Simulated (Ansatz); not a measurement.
`[NH2][Al]([Cl])[Br]` + H₂S → `[SH][Al]([Cl])[Br]` + NH₃  (ligand exchange at the Al–N bond)

Gas-phase electronic energies from Ansatz, PBE0-D4/def2-TZVP geometries. CCSD(T)/CBS adds triple-zeta CCSD(T) − MP2 to the extrapolated MP2 energy (def2 sets, frozen cores). This one scheme is used for every species. Functionals use def2-TZVPP. B3LYP here is the variant with VWN-RPA as its local correlation; programs differ in this. For Br outer-core shells are correlated without core-valence functions, which leaves a few kJ/mol of doubt a bond. Scalar relativity is left out up to krypton. One conformer a species, not always the lowest.

Task: Is it downhill or uphill in electronic energy at CCSD(T)/CBS, and by how much? (Estimate.)

Result: The calculation gave: Downhill: ΔE = -0.19 eV.

Task: What do these levels give: PBE-D4, B97M-V, B3LYP-D4, r2SCANh-D4, PBE0, RPA@PBE/def2-TZVPP, CCSD/def2-SVP, MP2/def2-TZVPP, SCS-MP2/def2-TZVPP, CCSD/def2-TZVPP, HF/def2-QZVPP, MP2/def2-QZVPP? (An estimate is asked.)

Result: The calculation gave: PBE-D4 -0.25, B97M-V -0.20, B3LYP-D4 -0.16, r2SCANh-D4 -0.20, PBE0 -0.23, RPA@PBE/def2-TZVPP -0.14, CCSD/def2-SVP -0.11, MP2/def2-TZVPP -0.19, SCS-MP2/def2-TZVPP -0.15, CCSD/def2-TZVPP -0.14, HF/def2-QZVPP -0.09, MP2/def2-QZVPP -0.20 eV.

Task: What do rigid-rotor, harmonic-oscillator terms from PBE0-D4/def2-TZVP frequencies (298.15 K, 1 bar) make of the CCSD(T)/CBS value? (Estimate.)

Result: Computed: ΔZPE = +0.08 eV, ΔH = -0.10 eV, ΔS = -3 J/(mol·K), ΔG = -0.09 eV.

Largest T1 diagnostic among the species: 0.009.

At CCSD(T), def2-SVP lies +0.06 eV from the extrapolated value and def2-TZVPP +0.03 eV. In def2-TZVPP, CCSD(T) changes the Hartree–Fock value by −0.06 eV (the triples alone add −0.02 eV) and MP2 by −0.08 eV.
